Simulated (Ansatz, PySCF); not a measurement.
N,N-disilylpropan-2-amine (C3H13NSi2), SMILES CC(C)N([SiH3])[SiH3].

Coordinates come from a B3LYP-D3(BJ)/def2-SVP optimisation. The values are those of a single conformer.

Vertical ionisation energy (IE) and electron affinity (EA) in eV. Rows of orbital energies are one-electron estimates. Where ΔSCF, EOM or ADC give a negative EA the extra electron is unbound and the value depends on the basis.

```csv
level,IE,EA
"−ε(HOMO), −ε(LUMO), M06-2X/def2-TZVP (PySCF)",8.18,-0.97
"−ε(HOMO), −ε(LUMO), PBE/def2-TZVP (PySCF)",5.66,0.65
"ΔSCF, CAM-B3LYP/def2-SVPD (Ansatz), final states of multiplicity 2 and 2",8.74,-1.58
"ΔSCF, PBE/def2-SVPD (Ansatz), final states of multiplicity 2 and 2",___,___
```

### Question
Fill in the missing entries. (Estimate from the structure and the level; the computed values follow.)

### Answer

- ΔSCF, PBE/def2-SVPD (Ansatz, an electronic-structure program), final states of multiplicity 2 and 2, IE: 8.39
- ΔSCF, PBE/def2-SVPD (Ansatz), final states of multiplicity 2 and 2, EA: -1.18

### Question
What vertical singlet–triplet gap does ΔSCF give with CAM-B3LYP/def2-SVPD (Ansatz) and with PBE/def2-SVPD (Ansatz)? (Estimate from the structure and the level; the computed values follow.)

### Answer
5.87 and 5.07 eV (triplet above singlet where positive).
